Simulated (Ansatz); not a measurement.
The cluster Ag2Au4⁺, relaxed as a doublet with UKS PBE-D4/def2-SVP in Ansatz, starting from the GFN1-xTB geometry. Force threshold 0.02 eV/Å.

In the def2 sets Ag, Au take a core potential; there is no spin–orbit coupling. The relaxation made no stability test and no search for a lower SCF solution. No other spin state of charge 1 was run. The structure comes from a short search, and lower isomers may exist.

Start:

```xyz
6

Au   -0.683    1.807    2.081
Au   -0.103    0.447   -0.040
Au    0.458   -0.914   -2.196
Au   -0.078   -0.757    2.369
Ag    0.511   -2.344    0.185
Ag   -0.106    1.760   -2.399
```

```csv
step,energy (eV),largest force component (eV/Å),SCF passes
1,-22774.8654,0.593,23
2,-22774.8893,0.443,28
3,-22774.9197,0.077,23
4,-22774.9200,0.051,23
5,-22774.9205,0.006,22
```

Force components are those of the run's own axes.

End:

```xyz
6

Au   -0.669    1.828    2.139
Au   -0.106    0.451   -0.048
Au    0.463   -0.938   -2.275
Au   -0.117   -0.794    2.429
Ag    0.531   -2.283    0.184
Ag   -0.103    1.736   -2.429
```

By distances, no bond broke or formed. The bond that changes most is Au2–Au4, from 2.69 to 2.77 Å (atoms count from 1).

No frequencies were taken in this run, so the end may be a saddle point.

Run time 25 s (4 threads of Arm Neoverse V2 on a shared host).
